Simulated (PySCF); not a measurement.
Vertical excitations of a molecule C2H8GaN from TDDFT-ωB97X/def2-SVPD run with PySCF, as energy in eV (oscillator strength): 5.23 (0.157), 6.17 (0.004), 6.26 (0.000), 6.94 (0.000), 7.07 (0.057), 7.44 (0.001), 7.74 (0.000), 7.81 (0.084), 8.26 (0.024), 8.50 (0.302). Lowest triplet (TDA): 4.26 eV. Coordinates come from a ωB97X-D3(BJ)/def2-SVP optimisation. The values are those of a single conformer.

Problem. Pick the molecule that these values belong to.
(A) C[CH2][GaH][NH2]
(B) C[N](C)[GaH2]
(C) [CH3][Ga]([CH3])[NH2]

Solution. B, C[N](C)[GaH2]
